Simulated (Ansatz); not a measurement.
Relaxation of BFH5NO (9 atoms, charge 0, multiplicity 1), to a largest force component of 0.03 eV/Å in at most 50 steps.

Level of theory: Ansatz, RKS B3LYP/def2-SVP.

```xyz
9
Properties=species:S:1:pos:R:3:forces:R:3
B 0.004 0.392 -0.437 -0.05 -0.28 -0.24
O -0.041 0.061 2.156 0.04 0.71 -0.15
H -1.005 -0.039 2.155 0.08 0.02 -0.02
F 1.020 -0.449 -0.652 0.00 0.00 -0.01
N -1.296 0.039 -0.817 -0.01 0.04 -0.04
H -1.521 -0.861 -1.228 0.00 0.01 0.02
H -2.068 0.692 -0.786 -0.01 -0.03 0.00
H 0.229 1.493 -0.021 0.07 0.31 -0.03
H 0.089 0.954 1.761 -0.13 -0.78 0.48
```

Where does it end, and by what steps?

The forces met the threshold. After 16 steps the energy has fallen by 0.106 eV; H9 moved furthest, 0.73 Å.

```csv
step,energy less start (eV),largest force component (eV/Å),accepted
0,0.0000,0.778,yes
1,-0.0537,0.488,yes
2,-0.0456,1.151,no
3,-0.0630,0.370,yes
4,-0.0692,0.544,yes
5,-0.0812,0.125,yes
6,-0.0838,0.290,yes
7,-0.0899,0.063,yes
8,-0.0822,0.904,no
9,-0.0957,0.502,yes
10,-0.0947,0.553,no
11,-0.1010,0.151,yes
12,-0.1030,0.115,yes
13,-0.1045,0.150,yes
14,-0.1055,0.097,yes
15,-0.1056,0.060,yes
16,-0.1057,0.014,yes
```

```xyz
9
Properties=species:S:1:pos:R:3
B 0.083 0.438 -0.660
O -0.216 -0.001 2.292
H -0.857 -0.085 1.569
F 1.032 -0.466 -0.905
N -1.265 0.043 -0.648
H -1.555 -0.903 -0.877
H -2.025 0.710 -0.599
H 0.388 1.591 -0.479
H -0.176 0.954 2.438
```

Whether the end is a true minimum wasn't checked by a vibrational analysis.

Run time: 68 s on 2 threads of Intel(R) Xeon(R) Processor @ 2.50GHz (Skylake/Cascade Lake) (shared host), peak memory 0.16 GiB.
